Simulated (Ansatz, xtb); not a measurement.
Isomers of C3H11NSi2 in order of energy

4 gas-phase structures of C3H11NSi2, from a drawn sample of its isomers (lower ones may exist). Each was relaxed with GFN2-xTB; where two conformers were screened, the lower at r2SCAN-D4/def2-SVP is listed:

A. `[SiH3]N([SiH3])C1CC1`, a singlet
B. `[SiH3]N[SiH2]C1CC1`, a singlet
C. `[SiH3]N1CCC[SiH2]1`, a singlet
D. `CN1[SiH2]CC[SiH2]1`, a singlet

Task: Make a reasoned guess at their ranking by r2SCAN-D4/def2-SVP single-point energy.

Result: Calculated order at r2SCAN-D4/def2-SVP: D (0.0), C (22.9), B (84.7), A (149.8) kJ/mol.

Energies above the lowest of each column, in kJ/mol; the last columns are at PBE-D3(BJ)/def2-SVP geometries and were run for some of them only (a dash: not run or not comparable):

| structure | GFN2-xTB | HF/STO-3G | r2SCAN-D4/def2-SVP | PBE-D3(BJ)/def2-SVP | CCSD(T)/def2-SVP + ΔMP2/def2-TZVPP |
| --- | --- | --- | --- | --- | --- |
| D | 42.8 | 0.0 | 0.0 | 0.0 | 0.0 |
| C | 0.0 | 21.5 | 22.9 | 23.2 | 22.6 |
| B | 93.7 | 176.5 | 84.7 | – | – |
| A | 70.5 | 222.6 | 149.8 | – | – |

CCSD(T)/def2-SVP + ΔMP2/def2-TZVPP puts D lowest of those it was run on; GFN2-xTB picks C. Some further structures that were screened fall inside this span and aren't listed. Flexible structures stand in one conformer each, not always the lowest. Frequencies (GFN2-xTB) were run for C, D alone. ΔMP2 is the change of the MP2 energy from the smaller to the larger basis.

Over these structures GFN2-xTB departs from r2SCAN-D4/def2-SVP by 38.5 kJ/mol on average once a common shift is removed. A GFN2-xTB relaxation took about 0.12 s and the r2SCAN-D4/def2-SVP energy about 2.3 s on a shared host (Ansatz 0.2.0, xtb 6.7.1).
